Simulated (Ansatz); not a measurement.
Mulliken charges of C$_{2}$F$_{2}$N$_{2}$Si, SMILES `N#C[Si](F)(F)C#N` from B3LYP/def2-TZVPP in Ansatz (PBE0-D4/def2-TZVP geometry).

| atom | x (Å) | y (Å) | z (Å) | charge (e) |
| --- | --- | --- | --- | --- |
| N1 | 0.559 | -2.117 | 1.587 | 0.045 |
| C2 | 0.274 | -1.355 | 0.774 | -0.245 |
| Si3 | -0.170 | -0.126 | -0.497 | 0.909 |
| F4 | -1.674 | -0.307 | -0.883 | -0.255 |
| F5 | 0.739 | -0.335 | -1.752 | -0.255 |
| C6 | 0.084 | 1.558 | 0.151 | -0.245 |
| N7 | 0.249 | 2.615 | 0.575 | 0.045 |

Task: By hand: the dipole of these point charges (1 e Å = 4.8032 D).

Result: Σ q r = (0.033, 0.022, 0.091) e Å, of length 0.099 e Å = 0.48 D.

Task: How does the dipole of the full density compare? (An estimate is asked.)

Result: Ansatz gave: (-0.124, -0.081, -0.339) e Å, 1.78 D; the point charges give 0.27 times that, at 180° from its direction, so they point the opposite way.

Point charges leave out the atoms' own dipoles, such as those of lone pairs, and Mulliken's split depends on the basis, so the two needn't agree.

B3LYP here is the variant with VWN-RPA as its local correlation; programs differ in this.
